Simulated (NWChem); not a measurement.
AgF; SMILES [Ag][F]

```xyz
2

Ag     0.0000     0.0000    -0.3192
F      0.0000     0.0000     1.6667
```
Atoms are numbered in this order, from 1.

Results from NWChem. The geometry was optimised at PBE0-D3(BJ)/def2-TZVP. def2 effective core potentials on Ag; no spin-orbit coupling.

For level LDA (Slater exchange, VWN5)/def2-SVP:

| Quantity | Value |
|---|---|
| highest occupied level (eV) | -6.50 |
| orbital gap (eV) | 2.16 |
| dipole (D) | 4.50 |

Task: Estimate the same quantities for level BHandHLYP/def2-SVP.

Result: The highest occupied level (eV) is -9.08 and the orbital gap (eV) comes out as 6.69. The dipole (D) is 5.92.
